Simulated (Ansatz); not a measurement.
Calculated with Ansatz (gas phase, PBE0-D4/def2-TZVP geometries, no zero-point term in ΔE). CCSD(T)/CBS is the MP2 limit (def2-TZVPP, def2-QZVPP) plus CCSD(T) − MP2 in def2-TZVPP, frozen cores. DFT in def2-TZVPP. Each species was taken in one conformer, which may not be the lowest.

`C[SiH2]OCN` → `NCOC[SiH3]`  (isomerisation)

| level | ΔE (kJ/mol) |
| --- | --- |
| PBE-D4 | 166.7 |
| r2SCAN-D4 | 180.3 |
| PBE0-D4 | 173.1 |
| PBE | 166.6 |
| SCS-MP2/def2-TZVPP | 182.4 |
| HF/def2-QZVPP | 187.6 |
| SCS-MP2/def2-QZVPP | 185.2 |
| MP2/CBS(def2) | 189.6 |

Question: What does CCSD(T)/CBS give? (Best estimate.)

Answer: The calculation gave: +181.4 kJ/mol. The listed levels differ from it by -14.7, -1.1, -8.3, -14.8, 1.0, 6.2, 3.8, 8.2 kJ/mol.

Largest T1 diagnostic among the species: 0.011.

From PBE to PBE0 (25 % exact exchange), in def2-TZVPP and without D4, ΔE moves by +6.4 kJ/mol.

CCSD(T)/CBS has its own doubt, a few kJ/mol and more with outer-core shells, so smaller differences from it don't rank the levels.
